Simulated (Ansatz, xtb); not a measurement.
## Ligand exchange: KBr + CH2ClF → KF + CH2BrCl

Species: KBr, singlet; CH2ClF (chlorofluoromethane) `FCCl`, singlet; KF, singlet; CH2BrCl (bromochloromethane) `ClCBr`, singlet. The partners trade Br for F: K–Br and C–F bonds give way to K–F and C–Br.

Shapes, held fixed at every level: PBE0-D4/def2-TZVP. Programs: Ansatz 0.2.0, xtb 6.7.1. The zero-point and thermal change to 298 K, harmonic and unscaled (PBE0-D4/def2-TZVP), is -4.4 kJ/mol.

Task: Estimate ΔH(298 K) of this reaction.

Result: The highest level, CCSD(T)/def2-TZVPP, gives ΔH(298 K) = +90.2 kJ/mol; the levels span -35.0 to +137.1. They disagree on the sign: 8 of 9 are positive. GFN0-xTB strays far from the other rows. The column of differences is taken from that level and isn't an error. No measured value is set beside it here. Relativity is left out for Br unless named. Correlated rows may include outer-core shells of Br, K, which these sets cover unevenly.

```csv
level,kind,ΔH(298 K) (kJ/mol),less CCSD(T)/def2-TZVPP
GFN0-xTB,semi-empirical,-35.0,-125.2
HF/def2-TZVPP,Hartree–Fock,+137.1,+46.9
r2SCAN-D4/def2-TZVPP,meta-GGA,+88.5,-1.7
PBE0-D4/def2-TZVPP,global hybrid,+87.9,-2.3
wB97M-V/def2-TZVPP,range-separated hybrid,+90.1,-0.1
B2PLYP/def2-TZVPP,double hybrid,+84.9,-5.3
MP2/def2-TZVPP,perturbation theory,+79.2,-11.0
CCSD(T)/def2-SVP,coupled cluster or CI,+118.0,+27.8
CCSD(T)/def2-TZVPP,coupled cluster or CI,+90.2,0.0
```
